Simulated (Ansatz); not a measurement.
Input for Ansatz (a quantum-chemistry and plane-wave program): R-B3LYP/def2-TZVPP on C2H6OSi (SMILES CO[Si]C), a point of a torsion scan.

Ansatz 0.2 input:
```yaml
crystal:
  periodic: [false, false, false]
  atoms:
    - {symbol: C, position_ang: [1.96162286, -0.49325557, -0.01970162]}
    - {symbol: O, position_ang: [0.82475953, 0.26783959, -0.25723386]}
    - {symbol: Si, position_ang: [-0.34209444, 1.02125988, 0.60535711]}
    - {symbol: C, position_ang: [0.63410086, 2.28659250, 1.68450262]}
    - {symbol: H, position_ang: [2.62487803, -0.01705597, 0.70972209]}
    - {symbol: H, position_ang: [2.50052713, -0.61657586, -0.96148064]}
    - {symbol: H, position_ang: [1.67381983, -1.47982103, 0.35734016]}
    - {symbol: H, position_ang: [1.35250783, 2.84314242, 1.07932567]}
    - {symbol: H, position_ang: [1.19369851, 1.79625924, 2.48456049]}
    - {symbol: H, position_ang: [-0.02604331, 3.01107963, 2.15750889]}
basis:
  gaussian:
    orbitals: def2-TZVPP
hamiltonian:
  xc: {name: B3LYP}
scf: {lower_state_search: off}
```

Program output:

```
WARN ansatz: RAYON_NUM_THREADS=1 ignored (pool sized by the plan → 1); use --threads N
Functional definition: B3LYP
these checks for a lower state are left out or cut short: stability, starts, cluster_reference, orbital_swaps, neighbouring_geometries, increment
integrals: 0.12 GiB planned
1156 factors; their error is unknown
mean field: 1.10 GiB planned
mean field evaluation 1: about -12085.9940 eV, gradient 7.9e1 eV
mean field evaluation 2: about -12060.4788 eV, gradient 1.3e2 eV
mean field evaluation 4: about -12098.6877 eV, gradient 8.6e0 eV
mean field evaluation 8: about -12098.8431 eV, gradient 4.4e-1 eV
mean field evaluation 16: about -12098.8433 eV, gradient 3.5e-5 eV
mean field -12098.84330344 eV, -444.6242905110 hartree, gradient 9.2e-7 eV, S^2 0.000000; 0 other end points of the search recorded, 0 dependent functions left out
reference -12098.84357917 eV, -444.6243006439 hartree; 20, 20 occupied and 199, 199 virtual orbitals, 1156 factors
Total energy: -12098.84357917 eV, -444.6243006439 hartree
Checks for a lower state left out: stability, starts, cluster_reference, orbital_swaps, neighbouring_geometries, increment
```

The run converged.

Cost: about 5 core-seconds (a rough figure).
